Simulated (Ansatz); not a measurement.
`N[SiH](O)[SiH2]O` + H₂ → `O[SiH2][SiH2]O` + NH₃  (hydrogenolysis of the Si–N bond)

Gas-phase electronic energies from Ansatz, PBE0-D4/def2-TZVP geometries. CBS: MP2 limit from def2 TZ/QZ plus the TZ coupled-cluster correction, frozen cores. This one scheme is used for every species. Functionals use def2-TZVPP. B3LYP here is the variant with VWN-RPA as its local correlation; programs differ in this. HSE06 is defined as in plane-wave codes. Each species was taken in one conformer, which may not be the lowest.

| level | ΔE (kcal/mol) | difference from CCSD(T)/CBS |
| --- | --- | --- |
| LDA (SPW92) | 12.7 | 1.1 |
| PBE-D4 | 11.3 | -0.3 |
| revPBE-D4 | 12.0 | 0.4 |
| BLYP-D4 | 12.2 | 0.6 |
| B97M-V | 10.6 | -1.0 |
| PBE0-D4 | 10.9 | -0.7 |
| B3LYP-D4 | 11.8 | 0.2 |
| r2SCAN0-D4 | 11.8 | 0.2 |
| HSE06-D4 | 10.8 | -0.8 |
| BHLYP-D4 | 11.3 | -0.3 |
| CAM-B3LYP-D4 | 11.8 | 0.2 |
| ωB97X-V | 11.2 | -0.4 |
| ωB97M-V | 12.0 | 0.4 |
| B2PLYP | 10.9 | -0.7 |
| PBE-QIDH | 11.1 | -0.5 |
| PBE | 10.1 | -1.5 |
| BLYP | 9.6 | -2.0 |
| r2SCAN | 11.9 | 0.3 |
| PBE0 | 9.8 | -1.8 |
| B3LYP | 9.7 | -1.9 |
| r2SCANh | 11.7 | 0.1 |
| r2SCAN0 | 11.4 | -0.2 |
| HSE06 | 9.8 | -1.8 |
| BHLYP | 9.7 | -1.9 |
| CAM-B3LYP | 10.6 | -1.0 |
| LC-ωPBE | 10.6 | -1.0 |
| RPA@PBE/def2-TZVPP | 9.9 | -1.7 |
| HF/def2-SVP | 5.7 | -5.9 |
| MP2/def2-SVP | 9.9 | -1.7 |
| CCSD/def2-SVP | 7.5 | -4.1 |
| HF/def2-TZVPP | 7.7 | -3.9 |
| MP2/def2-TZVPP | 12.7 | 1.1 |
| SCS-MP2/def2-TZVPP | 11.4 | -0.2 |
| CCSD/def2-TZVPP | 10.2 | -1.4 |
| HF/def2-QZVPP | 7.9 | -3.7 |
| MP2/def2-QZVPP | 13.1 | 1.5 |
| SCS-MP2/def2-QZVPP | 11.8 | 0.2 |
| HF/CBS(def2) | 7.9 | -3.7 |
| MP2/CBS(def2) | 13.3 | 1.7 |
| CCSD/CBS(def2) | 10.8 | -0.8 |
| CCSD(T)/CBS | 11.6 | 0 |

Largest T1 diagnostic among the species: 0.012.

Leaving LDA and LC-ωPBE aside and taking each functional with its dispersion term where it has one, the values, not all of them listed here, spread over 1.7 kcal/mol, from B97M-V to r2SCAN-D4. LDA lies +2.6 kcal/mol from PBE without D4. The D4 term adds +2.0 kcal/mol with B3LYP and +1.1 kcal/mol with PBE0; it sums over pairs of atoms, weighted by their polarisabilities, and B3LYP, whose exchange is more repulsive, gets the larger term.

CCSD(T)/CBS has its own doubt, a few kJ/mol and more with outer-core shells, so smaller differences from it don't rank the levels.
